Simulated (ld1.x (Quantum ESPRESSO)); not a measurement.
## O, ultrasoft: configuration errors across variants

ld1.x (Quantum ESPRESSO) 7.5 input, shortened:

```
&input
   title='O', zed=8., rel=1, dft='BP', iswitch=3,
   config='[He] 2s2 2p3'
 /
 &inputp
   pseudotype=3, tm=.true., lloc=-2, rcloc=2.20,
   nlcc=.false.,
   which_augfun='PSQ', rmatch_augfun_nc=.true.
 /
4
2S  1  0   2.00   0.00  0.90  1.05  0.0
2S  1  0   0.00  -1.10  0.90  1.05  0.0
2P  2  1   3.00   0.00  1.70  2.30  0.0
2P  2  1   0.00  -1.40  1.70  2.30  0.0
 &test
   configts(1)='2s2 2p3'
 /
```

All-electron excitation energies from the reference (eV): (1) 2s2 2p4 -16.521; (2) 2s2 2p2 33.668; (3) 2s1 2p4 15.239; (4) 2s2 2p0 164.514; (5) 2s2 2p3.5 -10.189.

Tests that are not counted but printed errors over 1 eV. “base”: 2s2 2p1 (an occupied level unbound or not found, printed error -10.5 eV); 2s1 2p5 (solver errors, printed error -359 eV). “local potential all-electron potential smoothed inside 1.56 bohr (lloc = -2)”: 2s1 2p5 (solver errors, printed error -359 eV). “local potential all-electron potential smoothed inside 1.72 bohr (lloc = -2)”: 2s2 2p1 (an occupied level unbound or not found, printed error -10.5 eV); 2s1 2p5 (solver errors, printed error -359 eV). “local potential all-electron potential smoothed inside 1.98 bohr (lloc = -2)”: 2s2 2p1 (an occupied level unbound or not found, printed error -10.5 eV); 2s1 2p5 (solver errors, printed error -359 eV). “local potential all-electron potential smoothed inside 2.18 bohr (lloc = -2)”: 2s2 2p1 (an occupied level unbound or not found, printed error -10.5 eV); 2s1 2p5 (solver errors, printed error -359 eV).

Errors AE − PS in meV (a dash: test not solved or not reliable):

| change | (1) | (2) | (3) | (4) | (5) | bound ghosts |
| --- | --- | --- | --- | --- | --- | --- |
| base | +70 | +89 | +9.4 | +1401 | +20 | none |
| local potential all-electron potential smoothed inside 0.96 bohr (lloc = -2) | +56 | +69 | +9.1 | +1381 | +16 | none |
| local potential all-electron potential smoothed inside 1.14 bohr (lloc = -2) | +60 | +76 | +9.1 | +1381 | +17 | none |
| local potential all-electron potential smoothed inside 1.34 bohr (lloc = -2) | +65 | +82 | +9.3 | +1383 | +18 | none |
| local potential all-electron potential smoothed inside 1.56 bohr (lloc = -2) | +68 | +87 | +9.4 | +1393 | +19 | none |
| local potential all-electron potential smoothed inside 1.72 bohr (lloc = -2) | +69 | +88 | +9.4 | +1396 | +20 | none |
| local potential all-electron potential smoothed inside 1.98 bohr (lloc = -2) | +70 | +89 | +9.4 | +1400 | +20 | none |
| local potential all-electron potential smoothed inside 2.18 bohr (lloc = -2) | +70 | +89 | +9.4 | +1401 | +20 | none |
| local potential all-electron potential smoothed inside 2.68 bohr (lloc = -2) | +66 | +84 | +9.4 | +1386 | +19 | none |

Give the same row for: local potential all-electron potential smoothed inside 2.48 bohr (lloc = -2).

+69, +87, +9.4, +1394, +19; bound ghosts: none. Not counted: 2s2 2p1 (an occupied level unbound or not found, printed error -10.5 eV); 2s1 2p5 (solver errors, printed error -359 eV).
